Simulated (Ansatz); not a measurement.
(GaAs)n off: PBE0-D4/def2-SVP single points in Ansatz on relaxed structures, gas phase. Each cluster is the lowest isomer that a short search found in that spin, judged at the geometry's level, and lower ones may exist. HOMO and LUMO are taken over both spins. Binding counts from free atoms in the multiplicity of their measured ground term, without zero-point energy. The structures are stationary points that may keep the symmetry of their start.

| species | atoms | state | geometry | HOMO (eV) | LUMO (eV) | gap (eV) | binding per atom (eV) | lowest of the spins relaxed | point group (within 0.1 Å) |
| --- | --- | --- | --- | --- | --- | --- | --- | --- | --- |
| GaAs2 | 3 | doublet | r2SCAN-D4/def2-TZVP | -5.71 | -3.38 | 2.33 | 1.87 | – | C2v |
| Ga2As3 | 5 | doublet | r2SCAN-D4/def2-SVP | -5.73 | -3.48 | 2.24 | 2.32 | – | Cs |

(1) Estimate the rows for Ga3As4 (doublet, PBE-D4/def2-SVP geometry).

(1) 
| species | atoms | state | geometry | HOMO (eV) | LUMO (eV) | gap (eV) | binding per atom (eV) | lowest of the spins relaxed | point group (within 0.1 Å) |
| --- | --- | --- | --- | --- | --- | --- | --- | --- | --- |
| Ga3As4 | 7 | doublet | PBE-D4/def2-SVP | -5.42 | -3.51 | 1.92 | 2.40 | doublet, of doublet/quartet | C2v |

The gap (eV) runs from 1.92 (Ga3As4) to 2.33 (GaAs2). The binding per atom (eV) runs from 1.87 (GaAs2) to 2.40 (Ga3As4).
